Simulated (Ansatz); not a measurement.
CH5NSiTe (`C=N[SiH2][TeH]`), relaxed with RKS PBE-D4/def2-SVP in Ansatz 0.2.0 from a rough embedded geometry. The force threshold is 0.03 eV/Å; the program also tests the step.

Total charge 0; spin multiplicity 1. Te: def2 effective core potential.

Start:

```xyz
9

C     0.810   -0.369   -1.436
N     0.495    0.618   -0.768
Si    0.155    0.454    0.968
Te   -1.763   -0.915    1.333
H     0.849   -1.412   -1.046
H     0.977   -0.283   -2.561
H     1.352   -0.075    1.650
H    -0.069    1.848    1.508
H    -2.806    0.134    0.352
```

**Question.** How much energy does the relaxation release, and in how many steps? (Best estimate.)

**Answer.** Ansatz gave: 46.26 kJ/mol, in 14 steps, 2 of them rejected.

**Question.** Which bonds change most? (Estimate.)

**Answer.** The calculation gave: Si3–Te4 from 2.384 to 2.543 Å; Te4–H9 from 1.775 to 1.682 Å; C1–N2 from 1.233 to 1.273 Å; C1–H6 from 1.140 to 1.115 Å.

**Question.** Give the relaxed structure. (Best estimate.)

**Answer.** The calculation gave: 
```xyz
9

C     0.745   -0.363   -1.532
N     1.038    0.421   -0.574
Si    0.254    0.516    1.005
Te   -1.671   -1.096    1.411
H    -0.080   -1.122   -1.495
H     1.324   -0.325   -2.484
H     1.289    0.180    2.039
H    -0.217    1.930    1.168
H    -2.681   -0.142    0.461
```
